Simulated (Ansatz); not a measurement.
# Scan of the C1–H5 bond length

CH$_{3}$CdCl (SMILES [CH3][Cd][Cl]), singlet, at its PBE0-D4/def2-TZVP minimum:

```
6
angstrom
C -0.3750 0.7725 -0.2209
Cd 0.5165 -1.0556 0.2769
Cl 1.4927 -3.0569 0.8218
H -1.1885 0.6029 -0.9260
H -0.7698 1.2441 0.6787
H 0.3661 1.4289 -0.6766
```

The bond length C1–H5 (1.090 Å at the minimum) is set to the values below, with the rest relaxed at PBE0-D4/def2-TZVP at each step. Each method's energies count from its own value at the PBE0-D4 minimum structure. Computed with Ansatz 0.2.0 (basis: def2-TZVPP); correlated methods freeze the cores. Filled d shells of the heavier atoms are correlated. Core potentials replace the inner electrons of the atoms past krypton. B3LYP uses VWN-RPA correlation.

```json
{"bond length (Å)": "0.959", "CCSD(T) (kcal/mol)": "8.44", "wB97M-V (kcal/mol)": "8.23", "r2SCAN-D4 (kcal/mol)": "8.39", "PBE0-D4 (kcal/mol)": "8.49", "HF (kcal/mol)": "7.82"}
{"bond length (Å)": "0.997", "CCSD(T) (kcal/mol)": "3.90", "wB97M-V (kcal/mol)": "3.77", "r2SCAN-D4 (kcal/mol)": "3.88", "PBE0-D4 (kcal/mol)": "3.93", "HF (kcal/mol)": "3.42"}
{"bond length (Å)": "1.053", "CCSD(T) (kcal/mol)": "0.53", "wB97M-V (kcal/mol)": "0.49", "r2SCAN-D4 (kcal/mol)": "0.53", "PBE0-D4 (kcal/mol)": "0.54", "HF (kcal/mol)": "0.33"}
{"bond length (Å)": "1.117", "CCSD(T) (kcal/mol)": "0.28", "wB97M-V (kcal/mol)": "0.31", "r2SCAN-D4 (kcal/mol)": "0.28", "PBE0-D4 (kcal/mol)": "0.28", "HF (kcal/mol)": "0.45"}
{"bond length (Å)": "1.189", "CCSD(T) (kcal/mol)": "3.13", "wB97M-V (kcal/mol)": "3.26", "r2SCAN-D4 (kcal/mol)": "3.14", "PBE0-D4 (kcal/mol)": "3.18", "HF (kcal/mol)": "3.81"}
{"bond length (Å)": "1.267", "CCSD(T) (kcal/mol)": "8.61", "wB97M-V (kcal/mol)": "8.87", "r2SCAN-D4 (kcal/mol)": "8.63", "PBE0-D4 (kcal/mol)": "8.75", "HF (kcal/mol)": "9.93"}
{"bond length (Å)": "1.349", "CCSD(T) (kcal/mol)": "15.89", "wB97M-V (kcal/mol)": "16.37", "r2SCAN-D4 (kcal/mol)": "15.97", "PBE0-D4 (kcal/mol)": "16.19", "HF (kcal/mol)": "18.01"}
{"bond length (Å)": "1.435", "CCSD(T) (kcal/mol)": "24.34", "wB97M-V (kcal/mol)": "25.12", "r2SCAN-D4 (kcal/mol)": "24.49", "PBE0-D4 (kcal/mol)": "24.82", "HF (kcal/mol)": "27.36"}
{"bond length (Å)": "1.526", "CCSD(T) (kcal/mol)": "33.47", "wB97M-V (kcal/mol)": "34.72", "r2SCAN-D4 (kcal/mol)": "33.81", "PBE0-D4 (kcal/mol)": "34.35", "HF (kcal/mol)": "37.57"}
```

Minimum and curvature along this coordinate at CCSD(T): A fifth-order fit through the nearest points gives 1.089 Å, with a curvature of about 33 eV/Å².

Largest difference from the CCSD(T) curve over the scan: PBE-D4 1.79; B3LYP-D4 0.27; MP2 2.64 kcal/mol. Each curve counts from its own value at the minimum.

No T1 diagnostic of these runs exceeds 0.014.

For scale, one of the runs: CCSD(T)/def2-TZVPP, 171 basis functions (an equivalent command: `ansatz run in.yaml --threads 4`). The run took 40 s on 4 CPU threads (shared host), with 1.8 GiB of host memory at its peak.
